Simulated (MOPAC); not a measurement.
MOPAC input (MNDO):

```
MNDO PRECISE GNORM=0.05 LET XYZ GEO-OK AUX(PRECISION=9) THREADS=1
IK

K    -0.00000000 1   -0.00000000 1   -2.27610594 1
I     0.00000000 1    0.00000000 1    0.81596251 1
```

Output:

```
 *******************************************************************************
 **                                                                           **
 **                              MOPAC v23.2.5                                **
 **                                                                           **
 *******************************************************************************
 ** MOPAC's Digital Object Identifier: https://doi.org/10.5281/zenodo.6511958 **
 **                                                                           **
 ** Please cite the open-source release paper for use of this MOPAC version:  **
 ** J. E. Moussa and J. J. P. Stewart (2026)                                  **
 ** MOPAC: An open-source semiempirical molecular orbital program             **
 ** J. Open Source Softw., 11(119), 8025, https://doi.org/10.21105/joss.08025 **
 *******************************************************************************

                              MNDO CALCULATION RESULTS

 *******************************************************************************
 *  MNDO       - The MNDO Hamiltonian to be used
 *  GEO-OK     - OVERRIDE INTERATOMIC DISTANCE AND OTHER SAFETY CHECKS
 *  LET        - OVERRIDE SOME SAFETY CHECKS
 *  PRECISE    - TIGHTER CRITERIA TO BE USED
 *  XYZ        - CARTESIAN COORDINATE SYSTEM TO BE USED
 *  GNORM      - EXIT WHEN GRADIENT NORM DROPS BELOW 0.050
 *  AUX        - OUTPUT AUXILIARY INFORMATION
 *******************************************************************************
MNDO PRECISE GNORM=0.05 LET XYZ GEO-OK AUX(PRECISION=9) THREADS=1
 IK

   ATOM   CHEMICAL          X               Y               Z
  NUMBER   SYMBOL      (ANGSTROMS)     (ANGSTROMS)     (ANGSTROMS)

     1       K         -0.00000000  *  -0.00000000  *  -2.27610594  *
     2       I          0.00000000  *   0.00000000  *   0.81596251  *

          CARTESIAN COORDINATES

    NO.       ATOM           X           Y           Z

     1         K         -0.0000     -0.0000     -2.2761
     2         I          0.0000      0.0000      0.8160

  K: (MNDO): J. J. P. STEWART, J. MOL. MOD., 10, 155-164 (2004)
  I: (MNDO): M.J.S.DEWAR, E.F. HEALY, J.J.P. STEWART, J.COMP.CHEM., 5,358,(1984)

           Empirical Formula: K I  =     2 atoms

      MOLECULAR POINT GROUP   :   C*v

      RHF CALCULATION, NO. OF DOUBLY OCCUPIED LEVELS = 4

          Geometry optimization using EF

          DIAGONAL MATRIX USED AS START HESSIAN

 CYCLE:     1  GRAD.:     3.135 HEAT: -17.84964
 CYCLE:     2  GRAD.:     0.992 HEAT: -17.86609
 CYCLE:     3  GRAD.:     0.024 HEAT: -17.86801

     GRADIENT =  0.02433 IS LESS THAN CUTOFF =  0.05000

 -------------------------------------------------------------------------------
 MNDO PRECISE GNORM=0.05 LET XYZ GEO-OK AUX(PRECISION=9) THREADS=1
 IK

     GEOMETRY OPTIMISED USING EIGENVECTOR FOLLOWING (EF).
     SCF FIELD WAS ACHIEVED

                              MNDO CALCULATION
                                                       MOPAC v23.2.5 Linux

          FINAL HEAT OF FORMATION =        -17.86801 KCAL/MOL =     -74.75976 KJ/MOL

          COSMO AREA              =        155.48 SQUARE ANGSTROMS
          COSMO VOLUME            =        171.93 CUBIC ANGSTROMS

          GRADIENT NORM           =          0.02433          =       0.01720 PER ATOM
          IONIZATION POTENTIAL    =          7.372143 EV
          HOMO LUMO ENERGIES (EV) =         -7.372  0.235
          NO. OF FILLED LEVELS    =          4
          MOLECULAR WEIGHT        =        166.0028         POINT GROUP:  C*v

          MOLECULAR DIMENSIONS (Angstroms)

            Atom       Atom       Distance
            I     2    K     1     3.10891
            I     2    K     1     0.00000
            K     1    I     2     0.00000

          SCF CALCULATIONS        =          4

   ATOM   CHEMICAL          X               Y               Z
  NUMBER   SYMBOL      (ANGSTROMS)     (ANGSTROMS)     (ANGSTROMS)

     1       K          0.00000000  *   0.00000000  *  -2.28452707  *
     2       I          0.00000000  *   0.00000000  *   0.82438364  *

                             CARTESIAN COORDINATES

   1    K        0.000000000     0.000000000    -2.284527066
   2    I        0.000000000     0.000000000     0.824383636

           Empirical Formula: K I  =     2 atoms

      MOLECULAR POINT GROUP   :   C*v

                  EIGENVALUES
 -21.39789  -7.70867  -7.37214  -7.37214   0.23520   0.67970   0.67970   2.32884

              NET ATOMIC CHARGES AND DIPOLE CONTRIBUTIONS

  ATOM NO.   TYPE          CHARGE      No. of ELECS.   s-Pop       p-Pop
    1          K           0.510060        0.4899     0.06626     0.42368
    2          I          -0.510060        7.5101     1.94802     5.56204
 DIPOLE           X         Y         Z       TOTAL
 POINT-CHG.    -0.000    -0.000    -7.617     7.617
 HYBRID        -0.000    -0.000    -2.865     2.865
 SUM           -0.000    -0.000   -10.482    10.482

          ATOMIC ORBITAL ELECTRON POPULATIONS

     Atom    s        px        py        pz
    1  K   0.06626   0.06196   0.06196   0.29976
    2  I   1.94802   1.93804   1.93804   1.68597

 **********************
 *                    *
 * JOB ENDED NORMALLY *
 *                    *
 **********************

 == MOPAC DONE ==
```
